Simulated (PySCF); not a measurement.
Shifts of the heteroatoms

Atom-mapped SMILES (the numbers label the heavy atoms): `[CH3:1][c:2]1[cH:3][cH:4][n:5]([SiH3:6])[n:7]1`. Hydrogens are named by the atom that carries them.

- GIAO PBE0/pcSseg-1 shieldings
- structure optimised with GFN2-xTB
- run in PySCF 2.14
- one conformer, one averaged value for each set of equivalent atoms, in vacuum, no relativistic terms

(1) Where does ²⁹Si resonate?

(2) What are the ¹⁵N shifts?

## Answers

(1) 
| atoms | environment | σ (ppm) | δ (ppm) |
| --- | --- | --- | --- |
| Si6 | silicon bonded to N, 3 H | 400.8 | -49.5 |

Shieldings were converted by a linear fit to measured shifts: ²⁹Si (scatter 8.9 ppm rms, 25.8 ppm with the 6 outliers that the fit left out vs TMS, solution or neat liquid). A few per cent of atoms miss by over 2 rms, more outside the fitted compound classes.

On a 600 MHz spectrometer ²⁹Si resonates near 119.2 MHz, so 1 ppm is 119.2 Hz.

(2) 
```
atoms                         environment  σ (ppm)  δ (ppm)
   N7  pyridine-type nitrogen of an azole    -83.0    -71.6
   N5          pyrrole-type ring nitrogen     48.8   -193.0
```

Shieldings were converted by a linear fit to measured shifts: ¹⁵N (scatter 6.3 ppm rms vs CH3NO2, solution or neat liquid). A few per cent of atoms miss by over 2 rms, more outside the fitted compound classes.

On a 500 MHz spectrometer ¹⁵N resonates near 50.7 MHz, so 1 ppm is 50.7 Hz.
